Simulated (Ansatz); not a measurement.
Complex: H4Sn (SMILES [SnH4]) (first 5 atoms) with HF (SMILES F); geometry from B3LYP-D3(BJ)/def2-TZVP, rigid monomers moved along the line of their centres of mass till H3···H7 is 1.55 Å.
(charge 0, multiplicity 1):
```xyz
7

Sn     0.14919     0.27149     0.13691
H     -1.49091     0.31754    -0.32032
H      0.34529    -0.96305     1.32508
H      1.13872    -0.15043    -1.18626
H      0.64312     1.75224     0.81847
F     -0.97812    -0.64898     3.38831
H     -0.44304    -0.85545     2.65322
```

Monomers are frozen at their geometry in the pair; levels with a basis set take the counterpoise correction.

Correlated levels freeze the cores. Filled d and f shells under p-block atoms count as core.

Codes used: Ansatz (Gaussian basis) for Hartree–Fock, density functionals and correlated methods.  In def2 rows elements past Kr take small-core potentials, without spin–orbit coupling.

Question: What is the computed interaction energy (CCSD(T)/def2-SVPD)?

Answer: -0.7 kcal/mol

Question: Estimate the interaction energy that CCSD(T)/def2-TZVPPD returns for this input.

Answer: -1.1 kcal/mol

Question: What interaction energy does wB97X-V/def2-TZVPPD give?

Answer: -1.7 kcal/mol

Ansatz is a first-principles code.
